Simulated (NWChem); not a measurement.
Molecule: HfH4S2; SMILES [SH][HfH2][SH]

All runs: NWChem. Geometry: optimised at PBE0/def2-SVP. No frequency run checked for a minimum. def2 effective core potentials on Hf; no spin-orbit coupling. One conformer.

Diagonal of the polarisability tensor at B3LYP/def2-SVPD, static: 88.37, 106.72, 77.86 bohr³.

Problem. Find the mean polarisability volume, the molar refraction, and the refractive index that an ideal gas of it would have at 273.15 K and 1 atm.

Solution. 
1. Mean: one third of the trace = 90.98 bohr³ × 0.14818 Å³/bohr³ = 13.48 Å³.
2. Molar refraction (Lorentz-Lorenz): (4π/3) N_A α = 34.0 cm³/mol.
3. Number density p/kT = 2.687 × 10⁻⁵ Å⁻³; n − 1 = 2π N α = 22.76 × 10⁻⁴.
4. These hold the electronic response alone: vibrational and orientational terms add to the static dielectric constant.
